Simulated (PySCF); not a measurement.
C8H8O, SMILES C=Cc1cccc(O)c1 (GFN2-xTB optimised geometry):

```
17

C     -2.557    -1.918     0.040
C     -1.244    -1.725     0.001
C     -0.549    -0.443     0.000
C     -1.212     0.784    -0.002
C     -0.496     1.966    -0.004
C      0.886     1.959    -0.003
C      1.563     0.744     0.000
O      2.924     0.764     0.002
C      0.846    -0.443     0.000
H     -2.975    -2.910     0.039
H     -3.265    -1.109     0.077
H     -0.591    -2.590    -0.029
H     -2.289     0.816    -0.005
H     -1.020     2.910    -0.007
H      1.456     2.874    -0.004
H      3.265    -0.138     0.002
H      1.380    -1.386     0.001
```

Calculation: PBE/def2-SVP run with PySCF.

Question: What are the frontier orbital energies and the dipole moment?

Answer: HOMO-2 -7.18 eV, HOMO-1 -5.82 eV, HOMO -5.26 eV, LUMO -1.75 eV, LUMO+1 -0.71 eV; dipole moment 1.22 D.

Meta-Löwdin charges at PBE/def2-SVP: C1 -0.23, C2 -0.09, C3 0.02, C4 -0.13, C5 -0.09, C6 -0.15, C7 0.21, O8 -0.42, C9 -0.17, H10 0.11, H11 0.10, H12 0.10, H13 0.10, H14 0.11, H15 0.12, H16 0.32, H17 0.09.
